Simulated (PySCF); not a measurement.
**Worked example: oscillator strength and radiative lifetime**

C₂H₄Cl₂Si₂, SMILES [SiH3]C#C[SiH](Cl)Cl.

Geometry: B3LYP-D3(BJ)/def2-SVP. The structure was generated by enumeration, and PubChem lists no compound with its InChIKey, so it may never have been made.

TDA-PBE/def2-SVPD (PySCF) puts the first singlet state with f over 0.02 at 6.12 eV (vertical), with the transition dipole (-0.749, -0.033, -0.056) in atomic units.

Problem. Find the oscillator strength, the wavelength and the radiative lifetime that this transition would have in vacuum if emission retraced absorption.

Solution. 
|μ|² = 0.5652 au, so |μ| = 1.91 D. ΔE = 6.12/27.211 = 0.2249 hartree. f = (2/3) ΔE |μ|² = 0.085 (the program prints 0.085).
λ = 1239.84/6.12 = 203 nm; ν = 49361 cm⁻¹.
Einstein's coefficient A = 0.6670 ν² f s⁻¹ (ν in cm⁻¹) = 1.4e8 s⁻¹, so τ = 1/A = 7.3 ns. This state is S8; the lower singlets have f = 0.000, 0.008, 0.004, 0.000, 0.001, 0.019, 0.015. The figure is the radiative limit of this one transition; relaxation, internal conversion, crossing to triplets and a medium change what is measured.
